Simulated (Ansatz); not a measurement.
Z-matrix (Å, degrees):
```
Ti
F 1 1.730
Br 1 2.319 2 109.4
Br 1 2.319 2 109.4 3 120.0
Br 1 2.319 2 109.4 3 -120.0
```

Charge 0, multiplicity 1.

Question: List the PBE0/def2-TZVPP orbital energies in eV (Ansatz). (Estimate.)

Answer: Computed: Occupied: -13150.75, -13150.75, -13150.75, -4877.31, -1705.65, -1705.65, -1705.65, -1536.17, -1536.17, -1536.17, -1536.16, -1536.16, -1536.16, -1536.15, -1536.15, -1536.15, -674.79, -547.63, -457.30, -457.27, -457.27, -239.47, -239.47, -239.47, -179.75, -179.75, -179.75, -179.69, -179.69, -179.69, -179.68, -179.68, -179.68, -73.27, -73.27, -73.27, -73.25, -73.25, -73.25, -73.24, -73.24, -73.24, -73.18, -73.18, -73.18, -73.18, -73.18, -73.18, -68.76, -44.51, -44.09, -44.09, -32.88, -22.05, -21.82, -21.82, -13.76, -13.18, -13.18, -10.92, -10.50, -10.50, -9.98, -9.98, -9.76, -9.16, -9.16, -8.82. Lowest empty: -3.70, -3.70, -2.98, -2.98, -2.50, 0.04, 2.04, 2.04.
